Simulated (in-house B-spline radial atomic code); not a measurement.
Ionisation energies along the 42-electron series, configuration [Kr] 4d6, as differences of self-consistent energies. Dirac energy differences include first-order Breit, QED and recoil terms. NIST's values go from ground level to ground level; the uncertainty of those that are theory runs from under 0.1 % in few-electron ions to several per cent in heavy many-electron ones. Computed with an all-electron radial atomic-structure program (B-spline basis): Dirac-Hartree-Fock, average of the configuration, finite nuclei.

```
  ion  configuration after  ionisation energy (eV)  IE/(q+1)² (eV)  Breit and QED recoil part (eV)  tabulated value (eV)    tabulated kind  computed minus tabulated (eV)
 Sn8+             [Kr] 4d5                   159.0          1.9628                      -0.0014527                   156  tabulated theory                            3.0
 Sb9+             [Kr] 4d5                   187.5          1.8752                      -0.0078538                   185  tabulated theory                            2.5
Te10+             [Kr] 4d5                   217.9          1.8009                        -0.01553                   215  tabulated theory                            2.9
 I11+             [Kr] 4d5                   250.1          1.7371                        -0.02455                   247  tabulated theory                            3.1
Xe12+             [Kr] 4d5                   284.2          1.6816                       -0.034938                   281  tabulated theory                            3.2
Cs13+             [Kr] 4d5                   320.1           1.633                       -0.046765                   316  tabulated theory                            4.1
Ba14+             [Kr] 4d5                   357.7          1.5899                       -0.060068                   354  tabulated theory                            3.7
La15+             [Kr] 4d5                   397.2          1.5514                       -0.074922                   393  tabulated theory                            4.2
```

Where a p, d or f electron is removed, the computed value is a mean over both j, so it misses the tabulated one by a part of the spin-orbit splitting; averaging over terms and missing correlation add to the gap, relatively most at low charge.
